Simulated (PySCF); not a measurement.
N-methylbuta-2,3-dien-1-amine (C₅H₉N), SMILES C(CNC)=C=C.

Coordinates come from a PBE0-D3(BJ)/def2-SVP optimisation. One conformer was computed; it need not be the lowest.

Level of theory: PySCF with TDDFT-PBE/def2-SVPD.

Vertical excitations. Isolated molecule, no solvent.

| state | energy (eV) | λ (nm) | f | main pairs |
|---|---|---|---|---|
| S1 | 4.37 | 284 | 0.003 | HOMO→LUMO 99 % |
| S2 | 4.53 | 274 | 0.006 | HOMO→LUMO+1 98 % |
| S3 | 5.34 | 232 | 0.006 | HOMO→LUMO+2 100 % |
| S4 | 5.59 | 222 | 0.001 | HOMO−1→LUMO 89 % |
| S5 | 5.63 | 220 | 0.011 | HOMO→LUMO+3 100 % |
| S6 | 5.97 | 208 | 0.000 | HOMO−2→LUMO+1 85 % |
| S7 | 6.20 | 200 | 0.021 | HOMO→LUMO+4 99 % |
| S8 | 6.45 | 192 | 0.017 | HOMO−1→LUMO+2 87 % |
| S9 | 6.46 | 192 | 0.017 | HOMO→LUMO+5 98 % |
| S10 | 6.55 | 189 | 0.021 | HOMO→LUMO+6 97 % |
| T1 | 4.32 | 287 | 0 | HOMO→LUMO 96 % |
| T2 | 4.39 | 282 | 0 | HOMO→LUMO+1 85 % |
| T3 | 4.63 | 268 | 0 | HOMO−1→LUMO+1 44 %, HOMO−2→LUMO 36 %, HOMO→LUMO+1 11 % |
| T4 | 4.82 | 257 | 0 | HOMO−2→LUMO 54 %, HOMO−1→LUMO+1 37 % |
Triplets are in the Tamm–Dancoff approximation, which puts them higher than full response would, so one can lie above its singlet here.
